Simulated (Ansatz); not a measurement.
Born–Oppenheimer molecular dynamics of Cl$_{3}$H$_{3}$Si$_{2}$ (8 atoms, charge 0, multiplicity 1). It starts from a relaxed structure.

These are results of RKS B3LYP-D4/STO-3G (Ansatz 0.2.0), not measurements.

```
ensemble                      : NVE (velocity Verlet)
time step                     : 0.25 fs
steps asked                   : 300
starting velocities drawn for : 300 K
seed                          : 99940
```

First frame:

```xyz
8
Properties=species:S:1:pos:R:3
Si 0.000 0.000 0.013
Si 0.000 0.000 2.298
H -1.315 -0.394 2.743
H 0.999 -0.942 2.743
H 0.317 1.336 2.743
Cl 1.960 0.009 -0.774
Cl -0.987 1.693 -0.775
Cl -0.972 -1.701 -0.775
```

(1) How far do the bonds stretch over the last three quarters of this one trajectory? (Pairs bonded in most of those frames.)

Answers

(1) 
```tsv
bond	mean (Å)	spread (Å)	shortest	longest
Si1–Si2	2.278	0.021	2.24	2.30
Si1–Cl6	2.120	0.011	2.10	2.14
Si1–Cl7	2.111	0.033	2.06	2.16
Si1–Cl8	2.112	0.006	2.10	2.12
Si2–H3	1.443	0.035	1.40	1.50
Si2–H4	1.444	0.042	1.39	1.51
Si2–H5	1.443	0.028	1.40	1.49
```

Mean temperature of the second half: 126 K. The conserved energy stayed within 0.053 meV per atom of its start (net change 0.003 meV per atom), so the integration is sound. Over the second half the temperature averaged 0.42 of the 300 K drawn at the start: a run that starts near a minimum puts about half its kinetic energy into the potential. A run of 0.075 ps of so small a system gives no equilibrium averages. Limits of this set-up: minimal basis.

Time of the run: 12 min on 1 thread of Arm Neoverse V1, with other jobs on the host, peak memory 0.13 GiB.
